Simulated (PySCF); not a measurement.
Simulated absorption spectrum

C5H5Cl3.
InChI=1S/C5H5Cl3/c1-3-4(2)5(6,7)8/h3H,1-2H2

The calculation used TDDFT PBE0/def2-SVPD, vertical, gas phase, core orbitals frozen in the response (PySCF 2.14.0, density-fitted response routines). One conformer (not necessarily the lowest) at the GFN2-xTB geometry, without solvent, vibrations or thermal averaging. Torsions of this conformer, `[CH2:1]=[CH:2][C:3](=[CH2:4])[C:5]([Cl:6])([Cl:7])[Cl:8]`: C1–C2–C3–C4 180°, C2–C3–C5–Cl6 180°.

Broadening: Gaussians 0.4 eV wide at half height, area fixed by f = 4.319×10⁻⁹ ∫ε dν̃. The width is an assumption, not a result. The curve ends short of the highest state used, and states not computed would add to its high-energy end.

(E (eV), ε (L mol⁻¹ cm⁻¹)): (4.74, 25), (4.77, 46), (4.80, 82), (4.83, 143), (4.86, 239), (4.89, 390), (4.92, 615), (4.95, 940), (4.98, 1393), (5.00, 1780), (5.03, 2505), (5.06, 3417), (5.09, 4518), (5.12, 5790), (5.15, 7192), (5.18, 8660), (5.21, 10108), (5.24, 11436), (5.27, 12541), (5.29, 13107), (5.32, 13647), (5.35, 13773), (5.38, 13474), (5.41, 12778), (5.44, 11747), (5.47, 10469), (5.50, 9046), (5.53, 7580), (5.56, 6161), (5.58, 5279), (5.61, 4089), (5.64, 3089), (5.67, 2291), (5.70, 1692), (5.73, 1281), (5.76, 1041)

Task: Where are the band maxima, and which computed states make them?

Result: 232 nm (5.34 eV), ε about 14000, made up of S1 (100%) (ε in L mol⁻¹ cm⁻¹; maxima over ε = 5, shares over 10%). The states used: S1 5.34 eV (f 0.204); S2 5.49 eV (f 0.0007); S3 6.03 eV (f 0.0086); S4 6.10 eV (f 0.0000); S5 6.14 eV (f 0.0000); S6 6.21 eV (f 0.060); S7 6.30 eV (f 0.152); S8 6.36 eV (f 0.0002).

Task: What would ε be at 5.34 eV, the highest of these maxima, with half the width (0.2 eV)?

Result: About 27500 L mol⁻¹ cm⁻¹ against 13800, a factor of about 2.00; a lone state at its own centre would give exactly 2.

Task: On this curve, what absorbance would a 10⁻³ mol/L sample give at 254 nm over a 1 cm path?

Result: 254 nm is 4.881 eV, where ε is about 340 L mol⁻¹ cm⁻¹, so A = ε c l ≈ 0.34 (Beer–Lambert, with the gas-phase spectrum and the assumed width).

Task: Coming from long wavelengths, where does ε first pass 100 L mol⁻¹ cm⁻¹?

Result: At about 258 nm (4.81 eV), 0.53 eV below S1.
